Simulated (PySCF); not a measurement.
Finite-field polarisability of B (boron, neutral)

[He] 2s2 2p1, 2P determinant. Computed with PySCF 2.14 in aug-cc-pCVTZ-DK (7s6p4d2f, 59 functions), with the spin-free X2C one-electron Hamiltonian (Gaussian nucleus). Frozen: 1s2. Energy changes in a uniform field (μhartree):

```tsv
axis	F (au)	HF	MP2	CCSD	CCSD(T)
x	0.0031	-98.288	-82.473	-88.683	-89.196
x	0.0062	-393.199	-330.785	-354.941	-356.973
y	0.0028	-100.533	-97.481	-96.590	-96.821
y	0.0056	-402.875	-390.737	-387.292	-388.225
```

By symmetry the remaining axis equals x.

(1) Derive α along x at CCSD(T) from the two fields.

(2) And the mean polarisability at each level?

Results:

(1) With ΔE = −αF²/2 − γF⁴/24, α = −(16 ΔE(F) − ΔE(2F))/(6F²) = 18.56 bohr³.

(2) The components xx, yy, zz at CCSD(T) are 18.56, 24.68, 18.56, the third axis being equal by symmetry to one of the two computed. Means: HF 22.18, MP2 19.72, CCSD 20.51, CCSD(T) 20.60 bohr³. Reference: 20.5 ± 0.1 bohr³ (recommended; Schwerdtfeger and Nagle, table of static dipole polarizabilities (2023 update)).
